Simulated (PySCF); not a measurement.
Geometry (Å), atoms numbered from 1 in this order:
```xyz
16

C     0.982   -0.869    1.861
C     0.696    0.400    1.542
C     0.180    0.884    0.257
C    -0.036    2.203    0.093
C    -0.124   -0.106   -0.831
Si   -1.816   -0.940   -0.642
H     1.368   -1.125    2.850
H     0.842   -1.695    1.160
H     0.859    1.179    2.295
H    -0.416    2.607   -0.849
H     0.161    2.911    0.902
H    -0.132    0.397   -1.811
H     0.650   -0.889   -0.886
H    -2.888    0.101   -0.633
H    -1.908   -1.739    0.616
H    -2.044   -1.855   -1.805
```

Geometry: PBE0-D3(BJ)/def2-SVP; GIAO absolute shieldings from PySCF 2.14, gas phase, non-relativistic, averaged over equivalent atoms.

At PBE0/STO-3G (44 basis functions, 4 s wall time on 1 thread of an Arm Neoverse V2, shared host):
| atoms | σ (ppm) |
| --- | --- |
| C3 | 117.6 |
| C2 | 119.4 |
| C4 | 127.7 |
| C1 | 131.2 |
| C5 | 221.7 |
| Si6 | 579.4 |
| H9 | 26.51 |
| H7 | 27.34 |
| H11 | 27.48 |
| H10 | 27.53 |
| H8 | 27.58 |
| H14/H15/H16 | 30.84 |
| H12/H13 | 31.29 |

Q: Predict the values at HF/pcSseg-1 on the same geometry.

A: 
| atoms | σ at HF/pcSseg-1 | change |
| --- | --- | --- |
| C3 | 40.0 | -77.6 |
| C2 | 45.5 | -73.9 |
| C4 | 67.0 | -60.7 |
| C1 | 68.1 | -63.1 |
| C5 | 179.5 | -42.2 |
| Si6 | 445.5 | -133.9 |
| H9 | 25.26 | -1.25 |
| H7 | 26.27 | -1.07 |
| H11 | 26.46 | -1.02 |
| H10 | 26.47 | -1.06 |
| H8 | 26.35 | -1.23 |
| H14/H15/H16 | 27.97 | -2.87 |
| H12/H13 | 30.06 | -1.23 |

The largest change is at Si6 (silicon bonded to C, 3 H). Cost: 159 basis functions, 9.1 s wall time on 1 thread of an x86-64 server CPU, shared host. The order of the carbon signals is the same at both levels.
